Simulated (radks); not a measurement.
Coherent X-ray form factor from a spherical all-electron density. All-electron calculation, scalar-relativistic Kohn-Sham, PBE, spin-unpolarised, spherical densities, finite nucleus; Fermi nuclear charge, rms radius of each element as measured or else 0.836 A^(1/3) + 0.57 fm. Program: a radial shooting solver on a logarithmic mesh with Libxc functionals.

sin(theta)/lambda (1/angstrom)  f0 (electrons)
0.05                                    11.705
0.1                                     10.962
0.15                                    10.064
0.2                                      9.223
0.25                                     8.501
0.3                                      7.872
0.4                                      6.736
0.5                                      5.667
0.6                                      4.698
0.8                                      3.223
1                                        2.338
1.25                                     1.765
1.5                                      1.484
2                                        1.195

The species is in the configuration that NIST lists as its ground one. Which atom or ion scatters so?

Answer. The aluminium ion Al+, [Ne] 3s2. Extrapolating in s^2 from the first two rows gives f0(0) = 12.0, near the electron count 12; among species with that count, the fall with angle is slower the higher Z, and the table is that of Z = 13; from so few rows the species is fixed only to a neighbour or two.
